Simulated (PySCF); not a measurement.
ZrOF, SMILES [O]=[Zr][F] (connectivity only; charge and spin as stated), neutral, multiplicity 2.

The structure is a stationary point at r2SCAN-D4/def2-TZVP. The spin state was assumed, not searched. The def2 effective core potentials stand for the cores of Zr; spin–orbit coupling is left out.

Calculation: TDA-M06-2X/def2-TZVPD run with PySCF.

Vertical excitations. Isolated molecule, no solvent.

Computed excitation energies, oscillator strengths and character:
```csv
state,energy (eV),λ (nm),f,main pairs
root 1,1.12,1104,0.016,"α HOMO→LUMO+1 81 %, α HOMO→LUMO+2 15 %"
root 2,1.37,904,0.037,α HOMO→LUMO 95 %
root 3,2.46,505,0.035,"α HOMO→LUMO+2 69 %, α HOMO→LUMO+5 21 %"
root 4,3.15,394,0.068,"α HOMO→LUMO+3 85 %, β HOMO→LUMO 5 %"
root 5,3.20,388,0.007,β HOMO→LUMO 83 %
root 6,3.53,352,0.004,β HOMO−1→LUMO 84 %
root 7,3.73,332,0.001,β HOMO−2→LUMO 93 %
root 8,4.26,291,0.038,"α HOMO→LUMO+7 35 %, α HOMO→LUMO+6 24 %, α HOMO→LUMO+4 20 %, α HOMO→LUMO+8 16 %"
root 9,4.39,282,0.054,"α HOMO→LUMO+5 11 %, β HOMO→LUMO+1 64 %, β HOMO−1→LUMO+1 14 %"
root 10,4.46,278,0.257,"α HOMO→LUMO+5 59 %, α HOMO→LUMO+2 13 %, β HOMO→LUMO+1 9 %, β HOMO−1→LUMO+1 6 %"
```
Unrestricted roots are not spin-pure.
